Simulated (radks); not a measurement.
Problem. The table gives one normalised radial function P(r) = r R(r) of Ba35+ in [Ar] 3d3 (r in bohr). Calculated with a radial shooting solver on a logarithmic mesh with Libxc functionals: scalar-relativistic Kohn-Sham, LB94 model potential, spin-polarised, spherical densities, finite nucleus; open shells are filled with parallel spins first (spin-orbit coupling, left out, can overturn this in heavy ions); Fermi nuclear charge, rms radius 4.8378 fm.

r,P
0.001013,0.0000
0.001142,0.0000
0.001287,0.0000
0.001452,0.0000
0.001637,0.0000
0.001831,0.0001
0.002064,0.0001
0.002327,0.0001
0.002624,0.0002
0.002958,0.0002
0.003336,0.0003
0.003761,0.0005
0.00424,0.0006
0.004781,0.0009
0.00539,0.0012
0.006029,0.0017
0.006798,0.0023
0.007665,0.0032
0.008642,0.0045
0.009744,0.0063
0.01099,0.0087
0.01239,0.0120
0.01397,0.0166
0.01575,0.0228
0.01775,0.0312
0.02002,0.0426
0.02239,0.0568
0.02525,0.0768
0.02846,0.1033
0.03209,0.1380
0.03618,0.1830
0.0408,0.2407
0.046,0.3137
0.05186,0.4047
0.05848,0.5162
0.06593,0.6499
0.07375,0.7955
0.08315,0.9727
0.09375,1.1685
0.1057,1.3760
0.1192,1.5847
0.1344,1.7805
0.1515,1.9463
0.1708,2.0643
0.1926,2.1185
0.2172,2.0969
0.2448,1.9936
0.2739,1.8263
0.3088,1.5837
0.3482,1.2979
0.3925,0.9978
0.4426,0.7135
0.499,0.4701
0.5626,0.2823
0.6344,0.1527
0.7153,0.0733
0.8064,0.0308
0.902,0.0120
1.017,0.0037
1.147,0.0009
1.293,0.0002
1.458,0.0000
1.644,0.0000

Which n and l does it have? It may be an empty orbital.

Solution. n = 3, l = 2: the number of nodes gives n - l - 1 = 0, the rise at small r (about r^(l+1), flatter next to the nucleus through relativity) gives l, and the extent must fit the shell. The curve is that of 3d down; the table hardly tells the two spins apart. 3d down (empty): eigenvalue -2320.2 eV, 0 radial nodes, <r> = 0.238 bohr, 90 % of the charge inside 0.367 bohr.
